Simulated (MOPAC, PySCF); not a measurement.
CH₉AlSi₂, SMILES `[CH3][Al]([SiH3])[SiH3]`, neutral singlet in the gas phase. 

Cartesian coordinates (Å):
SMILES: [CH3][Al]([SiH3])[SiH3]
```xyz
13

C      1.9856    -0.6354    -0.2067
Al     0.1404    -0.0285     0.0308
Si    -0.3158     2.3730     0.3420
Si    -1.6431    -1.7286     0.0813
H      2.3327    -1.1122     0.7184
H      2.6862     0.1703    -0.4379
H      2.0666    -1.3963    -0.9893
H     -1.7627     2.7251     0.3747
H      0.3149     3.1893    -0.7370
H      0.2785     2.8480     1.6274
H     -1.4324    -2.6793     1.2136
H     -1.6341    -2.5532    -1.1635
H     -3.0168    -1.1721     0.2289
```
Charge 0, multiplicity 1.

All levels are single points at this geometry (r2SCAN-D4/def2-TZVP); Pople sets use spherical d functions. Orbital energies aren't observables, and empty levels follow the basis.

PBE/6-31G* in PySCF gives HOMO (eV) = -5.97.

Question: Estimate the HOMO (eV) from each of these levels: PBE-D3(BJ)/def2-TZVP in PySCF; r2SCAN-D4/def2-TZVP in PySCF; B3LYP/6-311+G** in PySCF; B3LYP/LANL2DZ in PySCF; HF/STO-3G in PySCF; AM1 in MOPAC; PM6 in MOPAC; PM7 in MOPAC.

Answer: 
```
level                          HOMO (eV)
-----------------------------  ---------
PBE-D3(BJ)/def2-TZVP in PySCF      -6.08
r2SCAN-D4/def2-TZVP in PySCF       -6.29
B3LYP/6-311+G** in PySCF           -6.94
B3LYP/LANL2DZ in PySCF             -7.04
HF/STO-3G in PySCF                 -6.70
AM1 in MOPAC                       -9.40
PM6 in MOPAC                       -9.24
PM7 in MOPAC                       -9.81
```
